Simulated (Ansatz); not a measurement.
Kohn–Sham single points on `O=C=[N][Al]([F])[F]`.

```yaml
crystal:
  periodic: [false, false, false]
  atoms:
    - {symbol: O, position_ang: [1.725573, -2.114914, 1.036952]}
    - {symbol: C, position_ang: [1.041885, -1.274924, 0.616367]}
    - {symbol: N, position_ang: [0.338238, -0.410173, 0.182501]}
    - {symbol: Al, position_ang: [-0.693680, 0.846495, -0.432172]}
    - {symbol: F, position_ang: [-1.193163, 0.821691, -1.984361]}
    - {symbol: F, position_ang: [-1.176753, 2.067826, 0.534514]}
basis:
  gaussian: {orbitals: def2-TZVPP}
hamiltonian: {xc: {name: revPBE}, dispersion: d4}
output: {orbitals: {seedname: orbitals}}
```

```sh
$ ansatz run in.yaml --threads 2 --pin off --events-out ev --progress --plain --max-ram 32768MiB --backend cpu
```

It prints (some lines left out):

```
Functional definition: revPBE
1067 factors; their error is unknown
mean field evaluation 1: about -16597.6941 eV, gradient 8.9e1 eV
mean field evaluation 2: about -16566.0229 eV, gradient 1.6e2 eV
mean field evaluation 4: about -16609.8699 eV, gradient 1.3e1 eV
mean field evaluation 8: about -16610.1772 eV, gradient 1.2e-1 eV
mean field evaluation 16: about -16610.1740 eV, gradient 6.9e-5 eV
mean field -16610.17400122 eV, -610.4126357647 hartree, gradient 7.3e-5 eV, S^2 0.000000; 0 other end points of the search recorded, 0 dependent functions left out
reference -16610.17405426 eV, -610.4126377137 hartree; 26, 26 occupied and 171, 171 virtual orbitals, 1067 factors
Total energy: -16610.53685781 eV, -610.4259704981 hartree
```

Run time 2.2 s (2 threads of a server CPU on a shared host); peak host memory 0.24 GiB.

With the line `hamiltonian: {xc: {name: r2SCANh}, dispersion: d4}` (abridged; 4.9 s):

```
Functional definition: r2SCANh
mean field evaluation 16: about -16609.1080 eV, gradient 8.6e-5 eV
mean field -16609.10804014 eV, -610.3734624173 hartree, gradient 8.5e-6 eV, S^2 0.000000
Total energy: -16609.13959425 eV, -610.3746220097 hartree
```

Changing it to `hamiltonian: {xc: {name: BHLYP}, dispersion: d4}` (abridged; 3.7 s):

```
Functional definition: BHLYP
mean field evaluation 16: about -16610.6838 eV, gradient 1.1e-4 eV
mean field -16610.68381559 eV, -610.4313710971 hartree, gradient 5.7e-5 eV, S^2 0.000000
Total energy: -16610.83758663 eV, -610.4370220787 hartree
```

The same input with `hamiltonian: {xc: {name: B97M-V}}` (abridged; 6.5 s):

```
Functional definition: B97M-V
mean field evaluation 16: about -16610.5864 eV, gradient 2.0e-5 eV
mean field -16610.58636901 eV, -610.4277900012 hartree, gradient 2.0e-5 eV, S^2 0.000000
Total energy: -16610.58642900 eV, -610.4277922060 hartree
```

With the line `hamiltonian: {xc: {name: CAM-B3LYP}, dispersion: d4}` (abridged; 4.5 s):

```
Functional definition: CAM-B3LYP
mean field evaluation 16: about -16612.2507 eV, gradient 1.8e-4 eV
mean field -16612.25071051 eV, -610.4889534233 hartree, gradient 4.4e-5 eV, S^2 0.000000
Total energy: -16612.35559628 eV, -610.4928079043 hartree
```

With the line `hamiltonian: {xc: pbe, dispersion: d4}` and forces (abridged; 2.8 s):

```
Functional definition: PBE
mean field evaluation 16: about -16601.1257 eV, gradient 6.2e-4 eV
mean field -16601.12567009 eV, -610.0801157286 hartree, gradient 3.1e-5 eV, S^2 0.000000
Total energy: -16601.24743901 eV, -610.0845906540 hartree
Atom 0 force     0.873650    -1.072197     0.536004 eV/Å
Atom 1 force    -0.175047     0.214903    -0.106168 eV/Å
Atom 2 force    -0.521556     0.640592    -0.323524 eV/Å
Atom 3 force     0.153831    -0.187794     0.091564 eV/Å
Atom 4 force    -0.168093    -0.011819    -0.531161 eV/Å
Atom 5 force    -0.162785     0.416316     0.333285 eV/Å
Dipole moment:    -0.036892     0.046076    -0.023522 e Å
```
